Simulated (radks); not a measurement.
The numbers below are computed, except where a source is named.
Q: These are the eigenvalues of the occupied orbitals of an atom or ion with whole-number occupations (eV). Code: a radial shooting solver on a logarithmic mesh with Libxc functionals. Model: non-relativistic Kohn-Sham, LDA (Slater exchange, Perdew-Wang correlation), spin-unpolarised, spherical densities, point nucleus.

1s: -42697.06
2s: -6858.336
2p: -6517.879
3s: -1618.778
3p: -1468.942
3d: -1188.811
4s: -443.5523
4p: -385.9497
4d: -283.5447
5s: -171.7607
4f: -159.1235

Which element is it, and in what charge state? The configuration may be excited.

A: Z = 61, promethium, charge +10: Pm10+ in [Kr] 4d10 4f3 5s2. The list shows which subshells hold electrons but not how many an open one holds; the 1s level, -1569.1 hartree, gives Z - s = 56.0 by -(Z - s)^2/2, which with screening narrows Z to a few neighbours, and the depths of the outer levels then fix element, charge and occupations together.
